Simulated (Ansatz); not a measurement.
A run for Ansatz (a quantum-chemistry and plane-wave program): R-CCSD(T)/aug-cc-pVDZ on C2H5F (a complex).

Ansatz 0.2 input:
```yaml
crystal:
  periodic: [false, false, false]
  atoms:
    - {symbol: F, position_ang: [-0.23388643, 0.85647079, 0.58511113]}
    - {symbol: H, position_ang: [-0.16839628, 0.55535679, 1.46867864]}
    - {symbol: C, position_ang: [-0.54357000, 0.24783557, 3.64206319]}
    - {symbol: C, position_ang: [0.49854143, -0.50611592, 3.30930327]}
    - {symbol: H, position_ang: [-0.42091999, 1.26747837, 3.98679166]}
    - {symbol: H, position_ang: [-1.55787769, -0.12921719, 3.59110801]}
    - {symbol: H, position_ang: [0.37645800, -1.52876979, 2.97337740]}
    - {symbol: H, position_ang: [1.51345523, -0.13203230, 3.36911424]}
basis:
  gaussian:
    orbitals: aug-cc-pVDZ
magnetization: {spin_polarized: false}
correlation: {method: ccsd_t, electrons: outside_noble_gas}
scf: {lower_state_search: off}
```

Program output:

```
WARN ansatz: RAYON_NUM_THREADS=2 ignored (pool sized by the plan → 2); use --threads N
Functional definition: HF
these checks for a lower state are left out or cut short: stability, starts, cluster_reference, orbital_swaps, neighbouring_geometries, increment
integrals: 0.19 GiB planned
1104 factors; integrals over basis functions are off by at most 1.0e-3 eV
mean field: 0.23 GiB planned
mean field evaluation 1: about -4843.4009 eV, gradient 3.3e1 eV
mean field evaluation 2: about -4843.4011 eV, gradient 3.3e1 eV
mean field evaluation 4: about -4845.8057 eV, gradient 2.9e0 eV
mean field evaluation 8: about -4845.8296 eV, gradient 9.9e-5 eV
mean field -4845.82963922 eV, -178.0809546199 hartree, gradient 8.6e-7 eV, S^2 0.000000; 0 other end points of the search recorded, 0 dependent functions left out
3 core orbitals not correlated
reference -4845.82963922 eV, -178.0809546199 hartree; 10, 10 occupied and 101, 101 virtual orbitals, 1104 factors
second order -13.91274985 eV of doubles, -0.00000000 eV of singles
coupled cluster: 0.56 GiB planned
cycle   1  -14.35484926 eV  change   -4.4e-1 eV  update   8.1e-2
cycle   2  -14.68932955 eV  change   -3.3e-1 eV  update   2.5e-2
cycle   3  -14.78019923 eV  change   -9.1e-2 eV  update   1.3e-2
cycle   4  -14.77785187 eV  change    2.3e-3 eV  update   3.2e-3
cycle   5  -14.77761843 eV  change    2.3e-4 eV  update   1.2e-3
cycle   6  -14.77810491 eV  change   -4.9e-4 eV  update   3.5e-4
cycle   7  -14.77811625 eV  change   -1.1e-5 eV  update   1.1e-4
cycle   8  -14.77810513 eV  change    1.1e-5 eV  update   2.8e-5
cycle   9  -14.77811005 eV  change   -4.9e-6 eV  update   1.1e-5
perturbative correction -0.43429998 eV, -0.0159602298 hartree
Total energy: -4861.04204924 eV, -178.6400003769 hartree
Checks for a lower state left out: stability, starts, cluster_reference, orbital_swaps, neighbouring_geometries, increment
```

The run converged.

Cost: very roughly 16 core-seconds.
